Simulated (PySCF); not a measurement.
# Electronic structure of Mn²⁺ (manganese, charge +2) at the M06-L level

Configuration: [Ar] 3d5, high-spin 6S determinant. Computed with PySCF 2.14 in x2c-TZVPall, with the spin-free X2C one-electron Hamiltonian (Gaussian nucleus).

* Total energy: -1157.632 hartree
* One-electron energy: -1579.238 hartree
* Hartree (Coulomb) energy: 473.848 hartree
* Exchange-correlation energy: -52.242 hartree
* ⟨S²⟩: 8.7511
* ⟨L²⟩: 0.000
* Sum of ⟨r⟩: 14.84 bohr
* Sum of ⟨r²⟩: 15.89 bohr²
* Langevin diamagnetic susceptibility: -12.6 ×10⁻⁶ cm³/mol
* Time after the integrals: 0.84 s of wall time on 1 thread of Intel(R) Xeon(R) 6975P-C (shared host)

```tsv
shell	electrons	mean orbital energy (hartree)	rms radius, mean of both spins (bohr)
1s α	1	-237.46291	0.0704
1s β	1	-237.46159	0.0704
2s α	1	-28.33303	0.302
2s β	1	-28.22277	0.302
2p α	3	-23.99674	0.274
2p β	3	-23.91482	0.274
3s α	1	-4.01162	0.915
3s β	1	-3.74163	0.915
3p α	3	-2.79724	0.985
3p β	3	-2.53377	0.985
3d α	5	-0.93888	1.25
```

Densities and radii are taken from the X2C orbitals without a picture-change correction, which distorts them close to the nucleus.
